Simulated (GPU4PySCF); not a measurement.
C12F4N4. Atoms are numbered in the order given.

```xyz
20

N      0.0000     2.0834     4.3342
C      0.0000     1.1811     3.6179
C      0.0000     0.0000     2.8259
C      0.0000    -1.1811     3.6179
N      0.0000    -2.0834     4.3342
C      0.0000     0.0000     1.4501
C      0.0000    -1.2116     0.6750
F      0.0000    -2.3674     1.3039
C      0.0000    -1.2116    -0.6750
F      0.0000    -2.3674    -1.3039
C      0.0000     0.0000    -1.4501
C      0.0000     0.0000    -2.8259
C      0.0000     1.1811    -3.6179
N      0.0000     2.0834    -4.3342
C      0.0000    -1.1811    -3.6179
N      0.0000    -2.0834    -4.3342
C      0.0000     1.2116    -0.6750
F      0.0000     2.3674    -1.3039
C      0.0000     1.2116     0.6750
F      0.0000     2.3674     1.3039
```
Charge 0, spin multiplicity 1.

Coordinates come from a PBE0-D3(BJ)/def2-TZVP optimisation.

Method: TDA-M06-2X/def2-SVPD (GPU4PySCF).

Vertical excitations. Gas-phase values at a fixed geometry.

Q: List the lowest excited states. (The exact figures need the calculation; the answer reports its results.)

A: 
```
state  energy (eV)  λ (nm)      f                          main pairs
-----  -----------  ------  -----  ----------------------------------
S1            3.21     386  0.000                    HOMO−1→LUMO 99 %
S2            3.64     341  2.176                      HOMO→LUMO 94 %
S3            4.72     263  0.000                    HOMO−3→LUMO 91 %
S4            4.72     262  0.000                    HOMO−4→LUMO 91 %
S5            4.95     250  0.000  HOMO−2→LUMO 76 %, HOMO→LUMO+1 22 %
S6            4.95     250  0.000                    HOMO−5→LUMO 89 %
S7            5.11     243  0.000                    HOMO−8→LUMO 87 %
S8            5.73     217  0.000                    HOMO−7→LUMO 84 %
S9            5.73     216  0.136                    HOMO−6→LUMO 91 %
S10           5.85     212  0.000                    HOMO→LUMO+2 90 %
S11           5.96     208  0.000  HOMO→LUMO+1 71 %, HOMO−2→LUMO 19 %
S12           6.13     202  0.000                    HOMO−9→LUMO 91 %
T1            1.28     966      0                      HOMO→LUMO 97 %
T2            2.60     477      0                    HOMO−1→LUMO 95 %
T3            3.53     352      0  HOMO−2→LUMO 74 %, HOMO→LUMO+1 21 %
T4            4.62     268      0                    HOMO−3→LUMO 90 %
```
Triplets are in the Tamm–Dancoff approximation.
